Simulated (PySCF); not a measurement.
H$_{2}$N (SMILES [NH2]), doublet, geometry from GFN2-xTB; CCSD(T)/3-21G run with PySCF.

The PySCF input:
```python
from pyscf import gto, scf, cc

mol = gto.M(
    atom='''
N    -0.001514    0.003605    0.129454
H     0.006848    0.817050   -0.476178
H     0.003748   -0.842286   -0.430003
''',
    basis='3-21g',
    charge=0,
    spin=1,
    verbose=4,
)

mf = scf.UHF(mol)
mf.kernel()

mycc = cc.CCSD(mf, frozen=2)
mycc.kernel()
et = mycc.ccsd_t()
print('E(CCSD(T)) = %.10f' % (mycc.e_tot + et))
mf.analyze()
```

Task: What does PySCF print? Leave out banner, timings and long lists.

Result: 
```
PySCF version 2.14.0

[INPUT] verbose = 4
[INPUT] num. atoms = 3
[INPUT] num. electrons = 9
[INPUT] charge = 0
[INPUT] spin (= nelec alpha-beta = 2S) = 1
[INPUT] symmetry False subgroup None
[INPUT] Mole.unit = angstrom
[INPUT] Symbol           X                Y                Z      unit          X                Y                Z       unit  Magmom
[...]
nuclear repulsion = 7.62371439188852
number of shells = 9
number of NR pGTOs = 21
number of NR cGTOs = 13
basis = 3-21g
ecp = {}

******** <class 'pyscf.scf.uhf.UHF'> ********
method = UHF
initial guess = minao
damping factor = 0
level_shift factor = 0
DIIS = <class 'pyscf.scf.diis.CDIIS'>
diis_start_cycle = 1
diis_space = 8
diis_damp = 0
SCF conv_tol = 1e-09
SCF conv_tol_grad = None
SCF max_cycles = 50
direct_scf = True
direct_scf_tol = 1e-13
number electrons alpha = 5  beta = 4
Set gradient conv threshold to 3.16228e-05
init E= -54.9224087508732

cycle= 1 E= -55.2335984740683  delta_E= -0.311  |g|= 0.13  |ddm|= 0.99
cycle= 2 E= -55.2437085525918  delta_E= -0.0101  |g|= 0.0331  |ddm|= 0.128
cycle= 3 E= -55.2445790839625  delta_E= -0.000871  |g|= 0.0135  |ddm|= 0.0353
cycle= 4 E= -55.2447468946674  delta_E= -0.000168  |g|= 0.00704  |ddm|= 0.0153
cycle= 5 E= -55.2448288221577  delta_E= -8.19e-05  |g|= 0.00229  |ddm|= 0.015
cycle= 6 E= -55.2448412069563  delta_E= -1.24e-05  |g|= 0.000689  |ddm|= 0.00746
cycle= 7 E= -55.2448424977163  delta_E= -1.29e-06  |g|= 0.000133  |ddm|= 0.00342
cycle= 8 E= -55.2448425364323  delta_E= -3.87e-08  |g|= 1.89e-05  |ddm|= 0.000652
cycle= 9 E= -55.2448425369583  delta_E= -5.26e-10  |g|= 3.54e-06  |ddm|= 5.48e-05
Extra cycle  E= -55.2448425369705  delta_E= -1.23e-11  |g|= 1.6e-06  |ddm|= 4.63e-06
converged SCF energy = -55.2448425369705  <S^2> = 0.75624222  2S+1 = 2.0062325

******** <class 'pyscf.cc.uccsd.UCCSD'> ********
CC2 = 0
CCSD nocc = (np.int64(3), np.int64(2)), nmo = (11, 11)
frozen orbitals 2
max_cycle = 50
direct = 0
conv_tol = 1e-07
conv_tol_normt = 1e-06
diis_space = 6
diis_start_cycle = 0
diis_start_energy_diff = 1e+09
Init t2, MP2 energy = -0.04906737809524
Init E_corr(UCCSD) = -0.0490673780971371
cycle = 1  E_corr(UCCSD) = -0.055202332002277  dE = -0.00613495391  norm(t1,t2) = 0.0248132
cycle = 2  E_corr(UCCSD) = -0.0565241463144869  dE = -0.00132181431  norm(t1,t2) = 0.0101396
cycle = 3  E_corr(UCCSD) = -0.0573064733885175  dE = -0.000782327074  norm(t1,t2) = 0.00516923
cycle = 4  E_corr(UCCSD) = -0.0572608183143352  dE = 4.56550742e-05  norm(t1,t2) = 0.00115605
cycle = 5  E_corr(UCCSD) = -0.0572677492432012  dE = -6.93092887e-06  norm(t1,t2) = 0.000229967
cycle = 6  E_corr(UCCSD) = -0.0572681704552926  dE = -4.21212091e-07  norm(t1,t2) = 7.79141e-05
cycle = 7  E_corr(UCCSD) = -0.0572688191889847  dE = -6.48733692e-07  norm(t1,t2) = 1.60571e-05
cycle = 8  E_corr(UCCSD) = -0.0572687890999711  dE = 3.00890136e-08  norm(t1,t2) = 3.91678e-06
cycle = 9  E_corr(UCCSD) = -0.0572687385864628  dE = 5.05135083e-08  norm(t1,t2) = 1.8978e-06
cycle = 10  E_corr(UCCSD) = -0.0572687729521847  dE = -3.43657218e-08  norm(t1,t2) = 8.40704e-07
UCCSD converged
E(UCCSD) = -55.30211130992273  E_corr = -0.05726877295218465
UCCSD(T) correction = -0.000528877816436235
E(CCSD(T)) = -55.3026401877
**** SCF Summaries ****
Total Energy =                         -55.244842536970545
Nuclear Repulsion Energy =               7.623714391888522
One-electron Energy =                  -89.937247153643227
Two-electron Energy =                   27.068690224784159
Two-electron Coulomb Energy =           34.365435740960564
DFT Exchange-Correlation Energy =       -7.296745516176404
**** MO energy ****
                             alpha | beta                alpha | beta
[...]
To work with the spin densities directly, `use mulliken_meta_spin()` only printing them here.

 ** Mulliken spin pop alpha/beta on meta-lowdin orthogonal AOs **
 ** Mulliken Spin Density (per AO)  **
spin_pop of  0 N 1s       -0.00001
spin_pop of  0 N 2s        0.03972
spin_pop of  0 N 3s       -0.00042
spin_pop of  0 N 2px       0.99657
spin_pop of  0 N 2py       0.04879
spin_pop of  0 N 2pz       0.01749
spin_pop of  0 N 3px       0.00329
spin_pop of  0 N 3py      -0.00014
spin_pop of  0 N 3pz      -0.00124
spin_pop of  1 H 1s       -0.05168
spin_pop of  1 H 2s       -0.00035
spin_pop of  2 H 1s       -0.05168
spin_pop of  2 H 2s       -0.00035
 ** Mulliken Spin Density (per atom)  **
spin density of  0 N =      1.10405
spin density of  1 H =     -0.05203
spin density of  2 H =     -0.05203
 ** Mulliken pop alpha/beta on meta-lowdin orthogonal AOs **
 ** Mulliken pop       alpha | beta **
[...]
In total             5.00000 | 4.00000
 ** Mulliken atomic charges   ( Nelec_alpha | Nelec_beta ) **
charge of  0N =     -0.35536  (     4.22971      3.12565 )
charge of  1H =      0.17768  (     0.38515      0.43717 )
charge of  2H =      0.17768  (     0.38515      0.43717 )
Dipole moment(X, Y, Z, Debye):  0.02612, -0.06221, -2.23397
```
